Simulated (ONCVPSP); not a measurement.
## u(r) = r·R(r): atom against pseudo-atom (boron)

Columns: radius, all-electron u(r) and pseudo u(r) of the 2s shell (level -31.34 eV) of boron in the configuration [He] 2s1; LDA (Perdew-Zunger), scalar-relativistic, ONCV scheme, ONCVPSP 4.0.1.

```tsv
r (bohr)	all-electron	pseudo
0.050	-0.2126	0.0236
0.100	-0.3257	0.0480
0.150	-0.3687	0.0737
0.200	-0.3628	0.1008
0.250	-0.3234	0.1289
0.300	-0.2613	0.1580
0.350	-0.1851	0.1881
0.400	-0.1006	0.2198
0.450	-0.0124	0.2540
0.500	0.0762	0.2913
0.550	0.1629	0.3315
0.600	0.2461	0.3738
0.650	0.3244	0.4170
0.700	0.3972	0.4598
0.750	0.4640	0.5019
0.800	0.5247	0.5436
0.850	0.5790	0.5857
0.900	0.6271	0.6281
0.950	0.6691	0.6692
1.000	0.7052	0.7053
1.050	0.7357	0.7358
1.100	0.7609	0.7610
1.150	0.7811	0.7811
1.200	0.7965	0.7966
1.250	0.8076	0.8077
1.300	0.8147	0.8147
```

(1) How many radial nodes do the two functions have?

(2) At about which radius was the pseudo-wave matched?

(3) Is the pseudo-wave norm-conserving?

Answers

(1) The all-electron 2s function has n − l − 1 = 1; the pseudo-wave has 0, since the states of the same l below it are removed with the core.

(2) 0.95 bohr, where the columns begin to agree (steps of 0.05 bohr).

(3) Yes: the ONCV scheme keeps the norm inside the radius equal to the all-electron one, which fixes the energy derivative of the logarithmic derivative at the level.
